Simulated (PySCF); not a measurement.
FHSSi, SMILES F[Si]S (connectivity only; charge and spin as stated), neutral, multiplicity 1. Atoms are numbered in the order given.

```xyz
4

Si     0.6719     0.6454     0.0000
F     -0.6939     1.5449     0.0000
S     -0.2574    -1.3139     0.0000
H      0.9565    -1.9175     0.0000
```
Charge 0, spin multiplicity 1.

Coordinates come from a PBE-D3(BJ)/def2-TZVP optimisation. Other conformers were not sampled.

Computed with TDDFT-B3LYP/def2-SVPD run with PySCF.

Vertical excitations. Gas-phase values at a fixed geometry. State labels are in the subgroup Cs.

```json
[
 {"state": "S1", "symmetry": "A\"", "energy (eV)": "4.01", "λ (nm)": "309", "f": "0.029", "main pairs": "HOMO→LUMO 99 %"},
 {"state": "S2", "symmetry": "A'", "energy (eV)": "4.98", "λ (nm)": "249", "f": "0.028", "main pairs": "HOMO−1→LUMO 90 %"},
 {"state": "S3", "symmetry": "A'", "energy (eV)": "6.04", "λ (nm)": "205", "f": "0.003", "main pairs": "HOMO→LUMO+2 99 %"},
 {"state": "S4", "symmetry": "A'", "energy (eV)": "6.28", "λ (nm)": "198", "f": "0.182", "main pairs": "HOMO→LUMO+1 76 %, HOMO→LUMO+3 18 %"},
 {"state": "S5", "symmetry": "A\"", "energy (eV)": "6.48", "λ (nm)": "191", "f": "0.004", "main pairs": "HOMO−1→LUMO+1 56 %, HOMO−1→LUMO+2 41 %"},
 {"state": "S6", "symmetry": "A\"", "energy (eV)": "6.62", "λ (nm)": "187", "f": "0.022", "main pairs": "HOMO−1→LUMO+2 54 %, HOMO−1→LUMO+1 43 %"},
 {"state": "S7", "symmetry": "A'", "energy (eV)": "7.00", "λ (nm)": "177", "f": "0.663", "main pairs": "HOMO→LUMO+3 76 %, HOMO→LUMO+1 14 %"},
 {"state": "S8", "symmetry": "A\"", "energy (eV)": "7.25", "λ (nm)": "171", "f": "0.024", "main pairs": "HOMO−1→LUMO+3 82 %, HOMO−2→LUMO 13 %"},
 {"state": "S9", "symmetry": "A\"", "energy (eV)": "7.46", "λ (nm)": "166", "f": "0.019", "main pairs": "HOMO−2→LUMO 59 %, HOMO−3→LUMO 33 %"},
 {"state": "S10", "symmetry": "A\"", "energy (eV)": "7.73", "λ (nm)": "160", "f": "0.049", "main pairs": "HOMO−3→LUMO 64 %, HOMO−2→LUMO 22 %"},
 {"state": "T1", "symmetry": "A\"", "energy (eV)": "2.63", "λ (nm)": "472", "f": "0", "main pairs": "HOMO→LUMO 98 %"},
 {"state": "T2", "symmetry": "A'", "energy (eV)": "3.93", "λ (nm)": "315", "f": "0", "main pairs": "HOMO−1→LUMO 99 %"},
 {"state": "T3", "symmetry": "A'", "energy (eV)": "4.88", "λ (nm)": "254", "f": "0", "main pairs": "HOMO→LUMO+1 96 %"},
 {"state": "T4", "symmetry": "A'", "energy (eV)": "5.71", "λ (nm)": "217", "f": "0", "main pairs": "HOMO→LUMO+2 81 %, HOMO→LUMO+3 17 %"}
]
```
Triplets are in the Tamm–Dancoff approximation, which puts them higher than full response would, so one can lie above its singlet here.
